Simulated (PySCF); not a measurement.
**Highest orbital energy against ionisation energy along the third row**

Calculated with PySCF 2.14, no spin-orbit coupling. Each cell gives −ε(HOMO) / ΔSCF in eV; NIST values include spin-orbit coupling, (s) semi-empirical, (t) theoretical.

| species | UHF | LDA | PBE | PBE0 | r2SCAN | NIST (lowest levels) |
| --- | --- | --- | --- | --- | --- | --- |
| Mg⁺ (aug-cc-pCVTZ-DK, spin-free X2C) | 14.759 / 14.745 | 12.000 / 15.372 | 11.914 / 15.358 | 12.723 / 15.254 | 12.073 / 15.043 | 15.035 |
| Al⁺ (aug-cc-pCVTZ-DK, spin-free X2C) | 17.780 / 17.551 | 14.913 / 18.923 | 14.806 / 18.789 | 15.763 / 18.684 | 14.957 / 18.408 | 18.829 |
| Si⁺ (aug-cc-pCVTZ-DK, spin-free X2C) | 16.192 / 15.817 | 12.060 / 16.342 | 12.185 / 16.388 | 13.324 / 16.413 | 12.546 / 16.506 | 16.346 |
| P⁺ (aug-cc-pCVTZ-DK, spin-free X2C) | 19.717 / 19.151 | 14.905 / 19.806 | 14.978 / 19.774 | 16.323 / 19.810 | 15.399 / 19.935 | 19.769 (s) |
| S⁺ (aug-cc-pCVTZ-DK, spin-free X2C) | 23.451 / 22.708 | 17.876 / 23.387 | 17.916 / 23.309 | 19.483 / 23.375 | 18.453 / 23.507 | 23.338 |
| Cl⁺ (aug-cc-pCVTZ-DK, spin-free X2C) | 23.635 / 22.572 | 18.329 / 23.960 | 18.361 / 23.841 | 19.939 / 23.832 | 18.715 / 23.797 | 23.814 |
| Ar⁺ (aug-cc-pCVTZ-DK, spin-free X2C) | 27.616 / 26.352 | 21.582 / 27.810 | 21.540 / 27.589 | 23.331 / 27.598 | 21.983 / 27.658 | 27.630 |

Q: How far is −ε(HOMO) from ΔSCF on average for each method, and why?

A: UHF 0.61 eV; LDA -4.85 eV; PBE -4.76 eV; PBE0 -3.44 eV; r2SCAN -4.39 eV. Hartree-Fock orbital energies lack relaxation and so exceed the ΔSCF value; semilocal functionals have convex E(N) from self-interaction, so their HOMO lies far too high; exact exchange moves hybrids part of the way back.
